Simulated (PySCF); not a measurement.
## Electronic structure of Ba⁺ (barium, charge +1) at the UHF level

Configuration: [Xe] 6s1, 2S determinant. Computed with PySCF 2.14 in aug-cc-pVDZ-X2C (8s7p5d, 54 functions), with scalar relativity by spin-free X2C-1e.

```
Total energy                        : -8131.478200 hartree
One-electron energy                 : -11088.3603 hartree
Hartree (Coulomb) energy            : 3153.7137 hartree
Exchange energy                     : -196.8316 hartree
⟨S²⟩                                : 0.7505
⟨L²⟩                                : 0.000
Sum of ⟨r⟩                          : 38.84 bohr
Sum of ⟨r²⟩                         : 67.94 bohr²
Langevin diamagnetic susceptibility : -53.8 ×10⁻⁶ cm³/mol
```

| shell | electrons | mean orbital energy (hartree) | rms radius, mean of both spins (bohr) |
| --- | --- | --- | --- |
| 1s α | 1 | -1382.80100 | 0.0292 |
| 1s β | 1 | -1382.80030 | 0.0292 |
| 2s α | 1 | -222.64716 | 0.119 |
| 2s β | 1 | -222.64634 | 0.119 |
| 2p α | 3 | -199.59980 | 0.106 |
| 2p β | 3 | -199.59957 | 0.106 |
| 3s α | 1 | -48.83500 | 0.311 |
| 3s β | 1 | -48.83376 | 0.311 |
| 3p α | 3 | -41.24918 | 0.311 |
| 3p β | 3 | -41.24876 | 0.311 |
| 3d α | 5 | -30.15109 | 0.289 |
| 3d β | 5 | -30.15082 | 0.289 |
| 4s α | 1 | -10.45814 | 0.715 |
| 4s β | 1 | -10.45563 | 0.715 |
| 4p α | 3 | -7.90264 | 0.761 |
| 4p β | 3 | -7.90169 | 0.761 |
| 4d α | 5 | -4.05747 | 0.862 |
| 4d β | 5 | -4.05660 | 0.862 |
| 5s α | 1 | -1.80513 | 1.75 |
| 5s β | 1 | -1.79792 | 1.75 |
| 5p α | 3 | -1.09945 | 2.04 |
| 5p β | 3 | -1.09579 | 2.04 |
| 6s α | 1 | -0.34521 | 4.82 |

Spin-orbit coupling, which splits the p, d and f shells strongly at this Z, is absent.

Densities and radii are taken from the X2C orbitals without a picture-change correction, which distorts them close to the nucleus.
